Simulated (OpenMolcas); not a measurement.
**Predicting a hybrid from its neighbours: Si2H6O2**

The species is Si2H6O2 (10 atoms), meant as a singlet with charge 0. As SMILES, `O[SiH2][SiH2]O`. Geometry: relaxed at PBE0-D4/def2-TZVP. This is one conformer, not always the lowest.

The vertical ionisation energy (to the doublet cation) y, in eV, basis 6-31G(d); a is the functional's share of exact exchange. Programs: OpenMolcas 26.06.

| functional | program | a | y (eV) |
| --- | --- | --- | --- |
| revPBE | OpenMolcas | 0 | 8.91 |
| BLYP | OpenMolcas | 0 | 8.80 |
| B3LYP | OpenMolcas | 0.2 | 9.33 |
| PBE0 | OpenMolcas | 0.25 | ? |
| BHLYP | OpenMolcas | 0.5 | 9.64 |

**Question.** Fit y = c + s·a to the known rows and predict PBE0.

**Answer.** 
1. Means of the 4 rows: a = 0.1750, y = 9.170.
2. Σ(Δa)² = 0.1675, Σ(Δa·Δy) = 0.267, so the slope is 0.267/0.1675 = 1.594.
3. Intercept: 9.170 − (1.594) × 0.1750 = 8.891. The largest residual of the fit is 0.12.
4. PBE0: 8.891 + (1.594) × 0.25 = 9.29 eV.

The run gave 9.37 eV, so the prediction is off by -0.08 eV, within the largest residual.
